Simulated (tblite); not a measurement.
Compound: C4H6O2Si.
Numbering: `[O:1]=[C:2]1[CH2:3][CH2:4][C:5](=[O:6])[SiH2:7]1` (hydrogens: H8, H9 on C3; H10, H11 on C4; H12, H13 on Si7)

Structure optimised with GFN2-xTB, isolated species.

(1) Give the optimised bond lengths and angles.

## Answers

(1) 
```csv
bond,length (bohr)
"O1=C2, C5=O6",2.278
"C2–C3, C4–C5",2.871
C3–C4,2.882
"C2–Si7, C5–Si7",3.648
C3–H8 and 3 like bonds,2.065
"Si7–H12, Si7–H13",2.754
```

Bonds in one row agree within 0.02 bohr and their mean is given. A selection of angles:
```csv
angle,degrees
O1–C2–C3,123.1
O1–C2–Si7,127.6
C3–C2–Si7,109.3
C2–C3–C4,110.5
C2–C3–H8,105.6
C2–C3–H9,110.7
C4–C3–H8,109.9
C4–C3–H9,112.4
H8–C3–H9,107.5
C5–Si7–H12,113.0
C5–Si7–H13,112.1
C2–Si7–C5,90.1
H12–Si7–H13,114.3
```

Dihedral angles: O1–C2–C3–C4 154° (antiperiplanar); C2–C3–C4–C5 36° (synclinal); C3–C4–C5–O6 153° (antiperiplanar); C4–C5–Si7–C2 11° (synperiplanar); O1–C2–Si7–C5 -172° (antiperiplanar).

Si7 (SiH2 silicon) has angles from 90.1° to 114.3°. The 5-membered ring C2–C3–C4–C5–Si7 has internal angles of 90.1° to 110.5°; it is puckered, 0.14 Å rms from its mean plane, widest ring torsion 36°.

Its GFN2-xTB frequencies are all real (lowest 39 cm⁻¹). One conformer, not necessarily the lowest.

The numbers are calculated, not measured.
